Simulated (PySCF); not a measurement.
C10H12, SMILES C=CCCc1ccccc1, GFN2-xTB optimised geometry.

```
22

C     -0.11    -1.78     3.25
C     -0.59    -2.56     2.30
C     -1.83    -2.27     1.51
C     -1.48    -1.91     0.05
C     -0.71    -0.63     0.00
C     -1.38     0.59     0.00
C     -0.68     1.78     0.00
C      0.71     1.77     0.00
C      1.38     0.56     0.00
C      0.68    -0.63     0.00
H      0.79    -2.02     3.79
H     -0.62    -0.88     3.55
H     -0.06    -3.46     2.01
H     -2.37    -1.44     1.97
H     -2.47    -3.15     1.51
H     -0.90    -2.72    -0.39
H     -2.41    -1.81    -0.51
H     -2.46     0.61     0.00
H     -1.21     2.72     0.00
H      1.26     2.70     0.00
H      2.46     0.55     0.00
H      1.21    -1.57     0.00
```

Density from PBE/def2-SVP (PySCF) at that geometry.

Minimum of the electron density along straight lines between bonded atoms, close to the bond critical point (lines longer than 1.1 times the sum of covalent radii, or with two minima, are not listed):

```
bond     length / Å  ρ at the minimum / e bohr⁻³  ∇²ρ there / e bohr⁻⁵  position (fraction from the first atom)
-------  ----------  ---------------------------  --------------------  ---------------------------------------
C1–C2         1.319                        0.345                     ?                                     0.50
C2–C3         1.494                        0.256                 -0.58                                     0.50
C3–C4         1.541                            ?                     ?                                     0.50
C4–C5         1.501                        0.253                 -0.57                                     0.50
C5–C6         1.389                        0.307                 -0.75                                     0.50
C6–C7         1.383                        0.310                 -0.77                                     0.50
C7–C8         1.384                        0.309                 -0.76                                     0.50
C8–C9         1.384                        0.309                 -0.77                                     0.50
C5–C10        1.388                        0.308                 -0.75                                     0.50
C9–C10        1.384                        0.310                 -0.77                                     0.50
C1–H11        1.077                        0.280                 -1.05                                     0.63
C1–H12        1.077                        0.280                 -1.05                                     0.63
C2–H13        1.084                        0.278                 -1.02                                     0.63
C3–H14        1.091                        0.275                 -0.99                                     0.63
C3–H15        1.093                        0.272                 -0.97                                     0.62
C4–H16        1.092                        0.274                 -0.98                                     0.63
C4–H17        1.092                        0.274                 -0.98                                     0.63
C6–H18        1.081                        0.279                 -1.03                                     0.63
C7–H19        1.081                        0.280                 -1.04                                     0.63
C8–H20        1.080                        0.280                 -1.04                                     0.63
C9–H21        1.080                        0.280                 -1.04                                     0.63
C10–H22       1.081                        0.280                 -1.04                                     0.63
```

Q: What belongs in the gaps?

A: 
- C1–C2, ∇²ρ there / e bohr⁻⁵: -0.91
- C3–C4, ρ at the minimum / e bohr⁻³: 0.232
- C3–C4, ∇²ρ there / e bohr⁻⁵: -0.48
